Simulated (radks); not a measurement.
These are the eigenvalues of the occupied orbitals of an atom or ion with whole-number occupations (eV). Calculated with a radial shooting solver on a logarithmic mesh with Libxc functionals: Dirac Kohn-Sham, PBE, spin-unpolarised, spherical densities, point nucleus.

1s1/2: -37338.57
2s1/2: -5989.297
2p1/2: -5647.929
2p3/2: -5266.098
3s1/2: -1347.593
3p1/2: -1204.352
3p3/2: -1130.492
3d3/2: -879.3129
3d5/2: -863.5633
4s1/2: -347.2349
4p1/2: -294.9905
4p3/2: -279.4298
4d3/2: -193.7556
4d5/2: -191.0572
5s1/2: -124.4889

Which element is it, and in what charge state? The configuration may be excited. Open shells, if any, are shared by 2j + 1.

Answer. Z = 56, barium, charge +8: Ba8+ in [Kr] 4d10 5s2. The list shows which subshells hold electrons but not how many an open one holds; the 1s level, -1372.2 hartree, gives Z - s = 52.4 by -(Z - s)^2/2, which with screening and relativity narrows Z to a few neighbours, and the depths of the outer levels then fix element, charge and occupations together.
